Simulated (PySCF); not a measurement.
## PBE0 on O(2+) (oxygen, charge +2)

Configuration: [He] 2s2 2p1 3s1, high-spin 3P determinant (an excited configuration). Computed with PySCF 2.14 in dyall-av3z (15s9p3d2f, 71 functions), with no relativity, point nucleus.

- Total energy: -71.9891 hartree
- One-electron energy: -88.9447 hartree
- Hartree (Coulomb) energy: 23.9280 hartree
- Exchange-correlation energy: -6.9724 hartree
- Kinetic energy: 71.86966 hartree
- ⟨S²⟩: 2.0012
- ⟨L²⟩: 2.012
- Sum of ⟨r⟩: 6.176 bohr
- Sum of ⟨r²⟩: 12.96 bohr²
- Traceless quadrupole moment −½Σ⟨3z² − r²⟩ along its main axis: -0.154 e·bohr²
- Density at the nucleus (Gaussians lack the cusp): 317 bohr⁻³
- Spin density at the nucleus: 1.66 bohr⁻³
- Langevin diamagnetic susceptibility: -10.3 ×10⁻⁶ cm³/mol

```tsv
shell	electrons	mean orbital energy (hartree)	rms radius, mean of both spins (bohr)
1s α	1	-21.59419	0.231
1s β	1	-21.54578	0.231
2s α	1	-2.67464	1.07
2s β	1	-2.54876	1.07
2p α	1	-2.17094	1.02
3s α	1	-0.71952	3.08
```

The outer electron is Rydberg-like, and this basis confines it to a smaller radius and binds it less than a complete one would.
